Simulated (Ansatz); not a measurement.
CH₅AlF₂OSi, SMILES `F[SiH](F)C[O][AlH2]` at its PBE0-D4/def2-TZVP geometry, where that method's forces vanish. Total charge 0; spin multiplicity 1.

| atom | x (Å) | y (Å) | z (Å) |
| --- | --- | --- | --- |
| F1 | 2.0122 | 1.9964 | 1.1651 |
| Si2 | 1.5329 | 0.5569 | 0.6874 |
| F3 | 2.0491 | -0.4873 | 1.7650 |
| C4 | -0.3295 | 0.5106 | 0.5842 |
| O5 | -0.6988 | -0.7383 | 0.0487 |
| Al6 | -1.5326 | -1.2173 | -1.3456 |
| H7 | 2.1853 | 0.2406 | -0.6005 |
| H8 | -0.6928 | 1.3540 | -0.0220 |
| H9 | -0.7659 | 0.6353 | 1.5834 |
| H10 | -1.7022 | -2.7692 | -1.5495 |
| H11 | -2.0578 | -0.0818 | -2.3163 |

(1) For each bond, give half the difference of the two atoms' forces along it (eV/Å; positive pushes the atoms apart) under PBE-D4, r2SCAN-D4, B3LYP-D4, ωB97M-V in def2-TZVPP. (Estimate.)

## Answers

(1) Ansatz gave: 
| bond | length (Å) | PBE-D4 | r2SCAN-D4 | B3LYP-D4 | ωB97M-V |
| --- | --- | --- | --- | --- | --- |
| F1–Si2 | 1.591 | 0.47 | 0.03 | 0.17 | 0.16 |
| Si2–F3 | 1.587 | 0.49 | 0.04 | 0.17 | 0.15 |
| Si2–C4 | 1.866 | -0.15 | -0.08 | -0.03 | -0.10 |
| Si2–H7 | 1.478 | -0.04 | -0.04 | -0.16 | -0.21 |
| C4–O5 | 1.408 | 0.23 | 0.34 | 0.33 | 0.31 |
| C4–H8 | 1.100 | 0.07 | -0.05 | -0.11 | -0.11 |
| C4–H9 | 1.098 | 0.09 | -0.04 | -0.12 | -0.13 |
| O5–Al6 | 1.694 | 0.20 | -0.05 | -0.01 | 0.04 |
| Al6–H10 | 1.574 | -0.02 | -0.04 | -0.10 | -0.15 |
| Al6–H11 | 1.583 | -0.02 | -0.03 | -0.07 | -0.12 |

B3LYP here is the variant with VWN-RPA as its local correlation; programs differ in this.
